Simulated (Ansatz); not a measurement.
Cost and result up the ladder for Sn₄O₅ (9 atoms). Total charge 0; singlet. Geometry: PBE-D4/def2-SVP.

Cartesian coordinates in Å:
```
Sn -1.325 -1.599 -0.620
Sn 0.796 -0.030 -2.016
Sn 1.559 -0.589 1.713
Sn -1.090 2.033 0.624
O -1.041 0.640 -0.864
O -0.500 -1.539 -2.490
O 0.923 1.560 1.512
O 0.850 -1.228 -0.089
O -0.172 0.752 2.231
```

Ansatz on 4 threads of AMD EPYC 7B13 on a shared host. Times are rough, and most runs start from the orbitals of an earlier one. No level here is sound enough to serve as a yardstick. Binding counts from free atoms at the same level (Sn triplet, O triplet; other spins of the atoms weren't run), without zero-point energy or a counterpoise term.

In the def2 sets Sn takes a core potential; there is no spin–orbit coupling. HSE06 is defined as in plane-wave codes, on full-range PBE exchange. Correlated methods freeze 21 core orbitals; core or outer-core shells of Sn are correlated, in sets that lack core-valence functions. The rows differ in basis, and correlated rows in double-zeta sets carry the largest basis error. The structure holds one bond between oxygen atoms, so isomers without such links may lie far lower. Another isomer (singlet) lies 1.18 eV lower at PBE0-D4/def2-TZVP; other spin states weren't run for this one.

Run but left out: B2PLYP/def2-TZVP (restricted singlet, unstable in another Hartree–Fock run and untested here).

Correlated methods converge slowly with the basis, most of all in double-zeta sets.

| level | functions | binding energy per atom (eV) | remarks |
| --- | --- | --- | --- |
| MP2/def2-SVP | 174 | 3.47 | restricted SCF unstable |
| HSE06-D4/def2-TZVP | 355 | 3.58 | restricted SCF unstable in HF |
| r2SCAN-D4/def2-TZVP | 355 | 3.72 | restricted SCF unstable in HF |
| PBE0-D4/def2-TZVP | 355 | 3.58 | restricted SCF unstable in HF |
| PBE-D4/def2-TZVP (with forces) | 355 | 3.93 | restricted SCF unstable in HF |

(1) Estimate how long each takes.

Results:

(1) MP2/def2-SVP 5 s; PBE-D4/def2-TZVP (with forces) 8.5 s; r2SCAN-D4/def2-TZVP 13 s; HSE06-D4/def2-TZVP 15 s; PBE0-D4/def2-TZVP 21 s. On shared hardware such times vary by a factor of up to 3.
